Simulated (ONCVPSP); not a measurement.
**Configuration tests for zinc (ONCV)**

Zn, optimised norm-conserving Vanderbilt (ONCV), made with ONCVPSP 4.0.1 (LDA (Perdew-Wang 92), scalar-relativistic). Core [Ne], reference 3s2 3p6 3d10 4s2. Waves: 3s+4s: rc 1.35 bohr, ncon 4, nbas 7, qcut 8.1 1/bohr, 2 projectors; 3p: rc 1.10 bohr, ncon 4, nbas 8, qcut 14 1/bohr, 1 projector; 3d: rc 1.15 bohr, ncon 3, nbas 7, qcut 11.4 1/bohr, 2 projectors, debl 0.4 Ha. Local part: polynomial inside 0.75 bohr (lpopt 3, dvloc0 1 Ha). Core correction: none.

Energies are relative to the spin-unpolarised reference configuration 3s2 3p6 3d10 4s2; without spin polarisation the order of configurations can differ from experiment.

(1) Give the all-electron excitation energy and the error of the potential for: 3s2 3p6 3d10 4s1; 3s2 3p6 3d10 4s0; 3s2 3p6 3d9 4s0; 3s2 3p6 3d9 4s2.

Answers

(1)

```tsv
valence configuration	charge	ΔE all-electron (eV)	error AE − PS (meV)
3s2 3p6 3d10 4s1	+1	10.184	+0.3
3s2 3p6 3d10 4s0	+2	28.947	+4.3
3s2 3p6 3d9 4s0	+3	69.844	-4.4
3s2 3p6 3d9 4s2	+1	18.209	+27
```
